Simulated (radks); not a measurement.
Question: The mean radii <r> (bohr) of the occupied orbitals of an atom or ion are listed with their occupations. All-electron calculation, Dirac Kohn-Sham, PBEsol, spin-unpolarised, spherical densities, finite nucleus; Fermi nuclear charge, rms radius of each element as measured or else 0.836 A^(1/3) + 0.57 fm. Program: a radial shooting solver on a logarithmic mesh with Libxc functionals.

orbital  occ.     <r>
1s1/2       2  0.4186

Name the element and its charge. Open shells, if any, fill j = l - 1/2 first.

Answer: Z = 4, beryllium, charge +2: Be2+ in [He]. The 1s radius gives Z: for a bare nucleus <r> = (2 gamma + 1)/(2Z) with gamma = sqrt(1 - (Z/c)^2), 0.3749 bohr for Z = 4, and screening makes it slightly larger (0.4186 here). The occupations add up to 2, and the charge is Z minus that.
